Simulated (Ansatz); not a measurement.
C2H5Si, doublet, geometry from GFN2-xTB. Base run: PBE/STO-3G in Ansatz (a first-principles code).

Geometry (Å):
```xyz
8

C      1.6195     0.0580    -0.2368
Si     0.0276    -0.3150     0.4725
C     -1.5030     0.3379    -0.4695
H      2.4960    -0.4753     0.1036
H      1.8405     1.0930    -0.4742
H     -1.2569     1.2731    -0.9683
H     -1.8169    -0.3749    -1.2284
H     -2.3480     0.5185     0.1908
```
Charge 0, spin multiplicity 2.
Orbitals are unrestricted.
All else is at Ansatz's defaults.
Base energy -364.00826 Eh.

Each row names what was changed in the base input (with any setting that the change needs).

```
change                                                           ΔE vs base (µEh)
---------------------------------------------------------------  ----------------
base                                                                          0.0
fitting.mean_field = cc-pVTZ-JKFIT                                           -294
forces = on                                                                   0.0
lower_state_search = light                                                    0.0
nuclear_model = gaussian                                                      117
final_grid = 6, 12, 29                                                      -14.4
point_charge = charge:1.0 position_ang:-3.035, -4.473, 1.1261                1336
lower_state_search = off                                                      0.0
final_grid = 10, 20, 41                                                       0.1
fitting.mean_field = def2-universal-JKFIT                                   -1336
point_charge = charge:-1.0 position_ang:-0.8209, 4.0165, 3.9738             -2266
```
